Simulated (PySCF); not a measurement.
Here is a job for PySCF.
```python
from pyscf import gto, scf, mp

mol = gto.Mole()
mol.atom = '''
    B    -0.00000000   -0.00000000   -0.77004248
    F     0.00000000    0.00000000    0.42780138
'''
mol.basis = 'cc-pvtz'
mol.charge = 1
mol.spin = 1
mol.verbose = 4
mol.cart = True
mol.build()

mf = scf.UHF(mol)
mf.kernel()

pt = mp.MP2(mf)
pt.kernel()
print('E(MP2) = %.10f' % pt.e_tot)
```

What MP2 correlation energy does MP2/cc-pVTZ (PySCF) give?

-0.3184 Eh

What is the computed SCF-reference HOMO energy (MP2/cc-pVTZ)?

-24.03 eV

What number of basis functions does MP2/cc-pVTZ give?

70

What nuclear repulsion energy does MP2/cc-pVTZ give?

19.8799 Eh

What is the computed total energy (MP2/cc-pVTZ)?

-124.1150 Eh

What is the computed SCF-reference <S^2> (MP2/cc-pVTZ)?

0.754

These values belong to the state on which the SCF converged, which isn't shown to be the lowest.
